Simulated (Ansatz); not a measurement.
The cluster Zr3. The state is a singlet with charge 0. Geometry B3LYP-D4/def2-TZVP; atoms count from 1.

Cartesian coordinates in Å:
```
Zr 0.290 1.440 0.451
Zr -0.796 -0.256 -1.289
Zr 0.506 -1.184 0.839
```

In the def2 sets Zr takes a core potential; there is no spin–orbit coupling. The restricted singlet is unstable towards broken spin symmetry at other levels; at PBE0-D4/def2-TZVP this wasn't settled. At PBE0-D4/def2-TZVP a quintet of charge 0 lies 0.47 eV below the restricted singlet, each at its own geometry. The structure comes from a short search, and lower isomers may exist.

(1) Estimate the Mulliken populations from the PBE0/def2-TZVP orbitals of Ansatz.

(2) And the Mayer bond orders between heavy atoms (over 0.3)?

Answers

(1) 
```tsv
atom	charge (e)	d electrons
Zr1	0.00	2.74
Zr2	0.00	2.74
Zr3	0.00	2.74
```
Mulliken values depend strongly on the basis.

(2) Zr1–Zr2 2.36 (2.66 Å); Zr1–Zr3 2.36 (2.66 Å); Zr2–Zr3 2.36 (2.66 Å).
